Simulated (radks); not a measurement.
The numbers below are computed, except where a source is named.
How relativity changes the ionisation of neutral gadolinium ([Xe] 4f7 5d1 6s2) to Gd+ ([Xe] 4f7 5d1 6s1). Spin-unpolarised spherical Kohn-Sham, LDA (Slater exchange, Perdew-Wang correlation), point nucleus unless stated (finite: rms radius 5.1569 fm), a radial shooting solver on a logarithmic mesh with Libxc functionals. A level marked "c x" has the speed of light scaled by that factor and shares open shells by 2j + 1; other Dirac levels either fill j = l - 1/2 first or share by 2j + 1.

level	E(Gd) (hartree)	E(Gd+) (hartree)	IE (eV)	HOMO	<r> HOMO (bohr)
non-rel.	-10816.6275	-10816.3939	6.355	5d	2.667
scalar-rel.	-11263.5662	-11263.3144	6.850	5d	2.826
scalar-rel., finite nucleus	-11262.7079	-11262.4562	6.849	5d	2.826
Dirac, 2j+1 shares	-11272.5268	-11272.2751	6.850	5d5/2	2.870
Dirac, low j first	-11272.6161	-11272.3654	6.822	5d3/2	2.782
Dirac, 2j+1 shares, finite nucleus	-11271.6634	-11271.4117	6.849	5d5/2	2.870
Dirac, c x 0.85	-11479.3042	-11479.0433	7.100	5d5/2	2.963
Dirac, c x 5	-10833.0118	-10832.7777	6.372	5d5/2	2.674
Dirac, c x 10	-10820.7111	-10820.4774	6.360	5d5/2	2.669

NIST Atomic Spectra Database: 6.150 eV (measured). The relativistic part of the total energy of Gd is -455 hartree (Dirac, 2j+1 shares, finite nucleus), 4.2 % of the non-relativistic value. Spin polarisation and multiplet splitting of open shells are left out at every level.

Beside tabulated values, note that relativity, absent from the non-relativistic runs, is large for the heavy elements, and spin-unpolarised runs miss the spin-polarisation part of the exchange energy of open shells.
